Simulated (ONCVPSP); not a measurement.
**How hard is this palladium (Pd) ONCV potential?**

Pd (Z = 46), optimised norm-conserving Vanderbilt (ONCV), made with ONCVPSP 4.0.1 (PBE, scalar-relativistic). Core [Ar] 3d10, reference 4s2 4p6 4d8 (charge +2). Waves: 4s: rc 1.00 bohr, ncon 3, nbas 8, qcut 8.2 1/bohr, 2 projectors, debl 3.2 Ha; 4p: rc 1.60 bohr, ncon 3, nbas 8, qcut 10.6 1/bohr, 2 projectors, debl 2 Ha; 4d: rc 1.95 bohr, ncon 4, nbas 8, qcut 7.6 1/bohr, 1 projector. Local part: polynomial inside 0.75 bohr (lpopt 2, dvloc0 -1 Ha). Core correction: none.

In the s channel the program set the typed energies aside and used -4.060, 0.250 Ha. In the p channel the program set the typed energies aside and used -2.796, 0.250 Ha.

Question: For each optimised wave give the share of its norm inside rc, the residual kinetic energy above qcut (Ha) and the cutoffs (Ha) for errors of 10, 1, 0.1 and 0.01 mHa per electron.

Answer:

```csv
wave,norm inside rc,residual KE,10 mHa,1 mHa,0.1 mHa,0.01 mHa
4s,0.607,1.3e-03,27.2,35.6,184.3,not reached
s projector 2,0.025,2.6e-04,21.1,29.4,45.6,130.6
4p,0.925,8.1e-09,13.3,28.1,36.6,42.9
p projector 2,0.047,2.7e-09,10.7,15.0,32.5,40.3
4d,0.850,4.7e-06,18.1,22.0,25.3,27.8
```

The occupied waves need 36 Ha and 184 Ha for 1 and 0.1 mHa.
